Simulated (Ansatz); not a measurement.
Reaction (redistribution): `C=C[Si](N)(N)Cl` + `F[SiH2][SiH2]F` → `N[Si](N)(F)Cl` + `C=C[SiH2][SiH2]F`

Computed with Ansatz on PBE0-D4/def2-TZVP structures; ΔE is electronic, products minus reactants. CBS: MP2 limit from def2 TZ/QZ plus the TZ coupled-cluster correction, frozen cores. This one scheme is used for every species. Functionals use def2-TZVPP. Each species was taken in one conformer, which may not be the lowest.

`C=C[Si](N)(N)Cl`:

Z-matrix (Å, degrees):
```
Si
C 1 1.855
N 1 1.703 2 118.2
N 1 1.700 2 106.7 3 -119.5
Cl 1 2.078 2 106.4 3 116.0
C 2 1.330 1 125.9 3 -117.6
H 2 1.091 1 116.3 3 61.7
H 3 1.006 1 120.8 2 81.9
H 3 1.007 1 120.4 2 -68.0
H 4 1.007 1 120.0 2 -38.2
H 4 1.008 1 119.9 2 176.1
H 6 1.087 2 122.1 1 179.2
H 6 1.086 2 121.4 1 -0.7
```

`F[SiH2][SiH2]F`:

```xyz
8

F    -0.446    1.893    1.158
Si    0.610    0.863    0.520
Si   -0.610   -0.862   -0.520
F     0.446   -1.894   -1.157
H     1.451    1.606   -0.453
H     1.470    0.345    1.615
H    -1.452   -1.604    0.453
H    -1.469   -0.345   -1.616
```

`N[Si](N)(F)Cl`:

Cartesian coordinates in Å:
```
N 0.758 1.100 0.603
Si -0.273 -0.211 0.345
N -0.076 -0.784 -1.227
F 0.078 -1.230 1.518
Cl -2.288 0.126 0.556
H 0.751 1.886 -0.025
H 1.022 1.364 1.538
H 0.838 -0.974 -1.602
H -0.810 -1.276 -1.706
```

`C=C[SiH2][SiH2]F`:

Z-matrix (Å, degrees):
```
Si
C 1 1.860
Si 1 2.347 2 110.7
H 1 1.490 2 109.3 3 -119.0
H 1 1.490 2 111.1 3 120.7
C 2 1.330 1 123.5 3 113.5
H 2 1.089 1 118.3 3 -64.9
F 3 1.610 1 109.2 2 57.6
H 3 1.488 1 112.3 2 176.7
H 3 1.487 1 111.5 2 -61.0
H 6 1.086 2 121.8 1 1.6
H 6 1.086 2 122.0 1 -178.6
```

```csv
level,ΔE (kcal/mol)
r2SCAN-D4,-8.9
PBE0-D4,-8.5
ωB97X-V,-7.7
PBE0,-8.8
MP2/def2-TZVPP,-7.5
SCS-MP2/def2-QZVPP,-7.1
MP2/CBS(def2),-7.2
CCSD/CBS(def2),-7.7
```

What does CCSD(T)/CBS give? (An estimate is asked.)

Computed: -7.7 kcal/mol. The listed levels differ from it by -1.2, -0.8, 0.0, -1.1, 0.2, 0.6, 0.5, 0.0 kcal/mol.

Largest T1 diagnostic among the species: 0.012.
